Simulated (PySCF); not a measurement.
Species: C₆H₈N₂.
SMILES: `N#CC[C@H]1CC=NC1`

The closed-shell ground state was solved at several levels (PySCF, density fitting, gas phase, non-relativistic). Isolated species at its GFN2-xTB geometry (one conformer only).

```json
{"level": "PBE0/pcSseg-1", "basis functions": "176", "total energy (Eh)": "-342.4759", "HOMO (eV)": "-7.72", "LUMO (eV)": "-0.16", "gap (eV)": "7.56", "dipole (D)": "2.08"}
{"level": "PBE0/def2-SVPD", "basis functions": "224", "total energy (Eh)": "-342.2853", "HOMO (eV)": "-7.75", "LUMO (eV)": "-0.30", "gap (eV)": "7.45", "dipole (D)": "2.12"}
```

Task: Estimate the row for B3LYP/def2-SVPD, a basis of 224 functions; the other rows only guide the guess.

Result: Total energy -342.6896 Eh, HOMO -7.50 eV, LUMO -0.56 eV, gap 6.94 eV, dipole 2.11 D.

Task: Over all these levels, which gives the widest orbital gap and which the narrowest?

Result: PBE0/pcSseg-1 (global hybrid, 25 % exact exchange) has the widest, 7.56 eV, and B3LYP/def2-SVPD (global hybrid, 20 % exact exchange) the narrowest, 6.94 eV. Functional and basis both differ between the two, so the spread mixes both effects.

Task: How far do the dipole and the HOMO energy spread over the levels?

Result: The dipole runs from 2.08 to 2.12 D (mean 2.11 D) and the HOMO from -7.75 to -7.50 eV.
